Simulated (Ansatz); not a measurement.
Geometry optimisation, RKS r2SCAN-D4/def2-SVP in Ansatz.

Input:

```yaml
crystal:
  periodic: [false, false, false]
  atoms:
    - { symbol: Zr, position_ang: [0.0, 0.0, 0.0] }
    - { symbol: Cl, position_ang: [0.0, 0.0, 2.87] }
    - { symbol: F, position_ang: [1.8671, 0.0, -0.6593] }
    - { symbol: Cl, position_ang: [-1.1869, 2.0563, -0.8392] }
    - { symbol: F, position_ang: [-0.9326, -1.6157, -0.6593] }
    - { symbol: H, position_ang: [0.806, 1.8744, 0.6779] }
    - { symbol: H, position_ang: [0.669, 1.5558, 1.7104] }
basis:
  gaussian: { orbitals: def2-SVP }
hamiltonian:
  xc: r2scan
  dispersion: d4
relax:
  f_tol: 0.15
  max_steps: 25
  restrain:
    - { distance: [0, 5], at: 1.85, k: 30.0 }
    - { distance: [6, 1], at: 1.37, k: 30.0 }
    - { distance: [0, 1], at: 3.72, k: 30.0 }
    - { distance: [6, 5], at: 1.86, k: 30.0 }
```

Run as:

```bash
$ ansatz run input.yaml --threads 4 --pin off --max-ram 5120MiB --backend cpu --events-out ev --progress --plain --runs-dir out
```

Problem. Where does it end, and by what steps?

Solution. It converged. The restraints hold the end off the free minimum; the threshold counts their pulls, which the force column leaves out. Restrained pairs: Zr1–H6 (2.15 → 1.85 Å), Cl2–H7 (2.05 → 1.34 Å), Zr1–Cl2 (2.87 → 3.71 Å), H6–H7 (1.09 → 1.86 Å). After 13 steps the energy has fallen by 0.552 eV (the restraints' own energy left out); Cl4 moved furthest, 1.48 Å.

```
step  energy less start (eV)  largest force component (eV/Å)  accepted
   0                  0.0000                           3.377       yes
   1                  0.9090                           2.739       yes
   2                  1.3053                           2.239       yes
   3                  1.1262                           1.687       yes
   4                  0.4891                           1.079       yes
   5                  0.0188                           0.884       yes
   6                 -0.2611                           1.009       yes
   7                 -0.4072                           0.919       yes
   8                 -0.4499                           0.937       yes
   9                 -0.4443                           1.267       yes
  10                 -0.4933                           1.048       yes
  11                 -0.5256                           0.998       yes
  12                 -0.5158                           1.325       yes
  13                 -0.5524                           0.887       yes
```

```xyz
7
Properties=species:S:1:pos:R:3
Zr -0.010 0.543 -0.442
Cl 0.923 -0.244 3.065
F 1.749 -0.050 -0.793
Cl -0.855 1.763 -2.249
F -1.211 -0.837 0.031
H 0.067 1.765 0.950
H 0.561 0.931 2.538
```

Time of the run: 37 s on 4 threads of AMD EPYC 7R32 (Zen 2), on a shared host, peak memory 0.21 GiB.
